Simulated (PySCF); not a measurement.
# Radial density of Pr⁴²⁺ (praseodymium, charge +42)

BHandHLYP, [Ne] 3s2 3p5, 2P determinant. Computed with PySCF 2.14 in an uncontracted even-tempered set (18 s from 8 bohr⁻², ratio 2.5; 12 p from 10 bohr⁻², ratio 2.5; 4 d from 46 bohr⁻², ratio 2.7; 4 f from 68 bohr⁻², ratio 2.7), with scalar relativity by spin-free X2C-1e.

```
r (bohr)  4πr²ρ (e/bohr)  4πr²(ρα − ρβ)
  0.0202           76.09         0.4467
  0.0340           67.29         1.3198
  0.0573           89.69         1.8785
  0.0963           75.18         0.1752
   0.162           33.42         2.6099
   0.272           31.51         4.3540
   0.458           2.320         0.3231
   0.771        0.005173         0.0006
```

Densities and radii are taken from the X2C orbitals without a picture-change correction, which distorts them close to the nucleus.

Spin-orbit coupling, absent here, splits the open shell strongly.
